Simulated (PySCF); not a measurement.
SbH₂Cl, SMILES [SbH2][Cl].

The structure is a stationary point at PBE0-D3(BJ)/def2-TZVP. The def2 effective core potentials stand for the cores of Sb; spin–orbit coupling is left out.

The numbers are results of PBE0-D3(BJ)/def2-TZVP (PySCF), not measurements.

Frequencies are harmonic and unscaled.

Computed vibrational spectrum:
| mode | ν (cm⁻¹) | IR (km/mol) | Raman (Å⁴/amu) | depolarisation | moving atoms (share of kinetic energy) |
|---|---|---|---|---|---|
| 1 | 364 | 45.4 | 12.0 | 0.33 | Cl 77 %, Sb 23 % |
| 2 | 616 | 1.0 | 19.3 | 0.75 | H 98 % |
| 3 | 638 | 30.0 | 19.7 | 0.64 | H 97 % |
| 4 | 841 | 30.9 | 30.1 | 0.74 | H 99 % |
| 5 | 1953 | 147.2 | 263.6 | 0.10 | H 99 % |
| 6 | 1960 | 163.1 | 178.5 | 0.75 | H 99 % |
